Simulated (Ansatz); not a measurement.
Relaxation of BrH₅SSi (8 atoms, charge 0, multiplicity 1), to a largest force component of 0.03 eV/Å in at most 50 steps.

Method: RKS PBE0-D4/def2-SVP (Ansatz 0.2.0).

```xyz
8
Properties=species:S:1:pos:R:3:forces:R:3
Si -1.058 -0.651 -0.392 -0.15 0.57 -0.03
S 2.159 0.293 0.483 0.06 0.14 -0.04
H -0.047 -1.180 -1.340 0.01 0.00 -0.02
H -0.761 -0.984 1.025 0.00 0.01 -0.02
H -2.414 -1.153 -0.751 -0.01 0.01 -0.02
H 1.569 1.359 -0.112 0.09 -0.11 0.04
Br -1.184 1.625 -0.613 0.00 -0.62 0.05
H 1.736 0.692 1.700 0.00 0.00 0.04
```

Q: Where does it end, and by what steps?

A: The run converged. After 4 steps the energy has fallen by 0.033 eV; S2 moved furthest, 0.17 Å.

| step | energy less start (eV) | largest force component (eV/Å) | accepted |
| --- | --- | --- | --- |
| 0 | 0.0000 | 0.616 | yes |
| 1 | -0.0296 | 0.196 | yes |
| 2 | -0.0319 | 0.133 | yes |
| 3 | -0.0331 | 0.034 | yes |
| 4 | -0.0333 | 0.018 | yes |

```xyz
8
Properties=species:S:1:pos:R:3
Si -1.128 -0.658 -0.413
S 2.305 0.360 0.533
H -0.104 -1.179 -1.353
H -0.811 -0.996 0.999
H -2.475 -1.184 -0.772
H 1.673 1.369 -0.103
Br -1.236 1.570 -0.615
H 1.776 0.718 1.723
```

Time of the run: 6.9 s on 2 threads of Intel(R) Xeon(R) 6975P-C (Granite Rapids), with other jobs on the host, peak memory 0.23 GiB.
